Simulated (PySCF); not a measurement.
The 16-electron isoelectronic series, spin-free X2C

All values are computed (PySCF 2.14, energy differences of UHF-based or UKS calculations, no spin-orbit coupling). Each ion has its own even-tempered basis scaled to its charge (18s12p4d4f for the first); frozen: 1s2. Ionisation energies in eV, correlation energies of the ion in mhartree.

| ion | configuration | UHF | MP2 (outer shells) | CCSD (outer shells) | CCSD(T) (outer shells) | LDA | PBE | PBE0 | E_corr MP2 | E_corr CCSD(T) | NIST (with spin-orbit, Breit and QED) |
| --- | --- | --- | --- | --- | --- | --- | --- | --- | --- | --- | --- |
| Pr⁴³⁺ | [Ne] 3s2 3p4 (3P) | 3445.0 | 3446.1 | 3446.1 | 3446.1 | 3447.7 | 3448.6 | 3448.2 | -577.2 | -592.2 | 3419 ± 4 (t) |
| Nd⁴⁴⁺ | [Ne] 3s2 3p4 (3P) | 3595.9 | 3597.0 | 3597.0 | 3597.0 | 3598.6 | 3599.5 | 3599.1 | -578.8 | -593.6 | 3567 ± 4 (t) |
| Pm⁴⁵⁺ | [Ne] 3s2 3p4 (3P) | 3750.3 | 3751.4 | 3751.4 | 3751.4 | 3753.0 | 3754.0 | 3753.6 | -580.4 | -594.9 | 3718 ± 4 (t) |
| Sm⁴⁶⁺ | [Ne] 3s2 3p4 (3P) | 3908.0 | 3909.1 | 3909.1 | 3909.1 | 3910.7 | 3911.7 | 3911.3 | -582.5 | -596.8 | 3873 ± 4 (t) |
| Gd⁴⁸⁺ | [Ne] 3s2 3p4 (3P) | 4233.9 | 4235.0 | 4235.0 | 4235.0 | 4236.6 | 4237.7 | 4237.3 | -587.1 | -601.1 | 4191 ± 4 (t) |
| Tb⁴⁹⁺ | [Ne] 3s2 3p4 (3P) | 4402.0 | 4403.1 | 4403.1 | 4403.1 | 4404.7 | 4405.9 | 4405.4 | -589.2 | -603.1 | 4355 ± 4 (t) |
| Dy⁵⁰⁺ | [Ne] 3s2 3p4 (3P) | 4573.7 | 4574.8 | 4574.8 | 4574.8 | 4576.4 | 4577.6 | 4577.1 | -592.1 | -606.0 | 4523 ± 4 (t) |
| Ho⁵¹⁺ | [Ne] 3s2 3p4 (3P) | 4748.8 | 4749.9 | 4749.9 | 4749.9 | 4751.5 | 4752.7 | 4752.2 | -595.0 | -608.8 | 4693 ± 4 (t) |
| Er⁵²⁺ | [Ne] 3s2 3p4 (3P) | 4927.5 | 4928.7 | 4928.7 | 4928.7 | 4930.2 | 4931.4 | 4931.0 | -597.9 | -611.6 | 4866 ± 4 (t) |

**Question.** Interpolate the row of Eu⁴⁷⁺.

**Answer.** configuration [Ne] 3s2 3p4 (3P); UHF 4069.3; MP2 (outer shells) 4070.4; CCSD (outer shells) 4070.4; CCSD(T) (outer shells) 4070.4; LDA 4072.0; PBE 4073.1; PBE0 4072.6; E_corr MP2 -584.5; E_corr CCSD(T) -598.7; NIST (with spin-orbit, Breit and QED) 4031 ± 4 (t).

Each ion has its own basis, which adds noise of up to about 0.1 % along the series.

NIST values marked (s) are semi-empirical, (t) theoretical. Open shells are high-spin determinants of the terms that Hund's rules give; for the heavier ions, far from LS coupling, these are not the ground levels.

Spin-orbit coupling of the open shells is absent from the calculated values and included in NIST's; it grows fast with Z.
